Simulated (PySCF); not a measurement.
**Ionisation energy of O²⁺ by level of theory**

O²⁺ [He] 2s2 2p2 (3P) → O³⁺ [He] 2s2 2p1 (2P), as a difference of total energies. Computed with PySCF 2.14 in dyall-acv3z, with the spin-free X2C one-electron Hamiltonian (Gaussian nucleus). Correlated levels: valence and next inner shell: nothing frozen; virtual orbitals above 40 to 60 times the deepest correlated orbital energy dropped. The calculations carry no spin-orbit coupling.

```csv
method,ionisation energy (eV)
UHF,54.607
MP2 (valence and next inner shell),55.033
SCS-MP2 (valence and next inner shell),54.869
CCSD (valence and next inner shell),54.829
CCSD(T) (valence and next inner shell),54.836
```

Errors of the correlated levels include the incompleteness of this basis.

Which method comes closest to the reference value, and which is furthest?

The reference is 54.936 eV (semi-empirical (NIST evaluation); NIST Atomic Spectra Database, ionization energies). Closest: SCS-MP2 (valence and next inner shell) (error -0.067 eV); furthest: UHF (error -0.329 eV).
